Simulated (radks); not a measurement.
The numbers below are computed, except where a source is named.
Task: The mean radii <r> (bohr) of the occupied orbitals of an atom or ion are listed with their occupations. Code: a radial shooting solver on a logarithmic mesh with Libxc functionals. Model: Dirac Kohn-Sham, BLYP, spin-unpolarised, spherical densities, point nucleus.

orbital  occ.      <r>
1s1/2       2  0.05845
2s1/2       2   0.2668
2p1/2       2   0.2334
2p3/2       4   0.2365
3s1/2       2   0.8112
3p1/2       2   0.8516
3p3/2       4   0.8610
3d3/2       4    1.082
3d5/2       2    1.087

Name the element and its charge. Open shells, if any, fill j = l - 1/2 first.

Result: Z = 26, iron, charge +2: Fe2+ in [Ar] 3d6. The 1s radius gives Z: for a bare nucleus <r> = (2 gamma + 1)/(2Z) with gamma = sqrt(1 - (Z/c)^2), 0.05699 bohr for Z = 26, and screening makes it slightly larger (0.05845 here). The occupations add up to 24, and the charge is Z minus that.
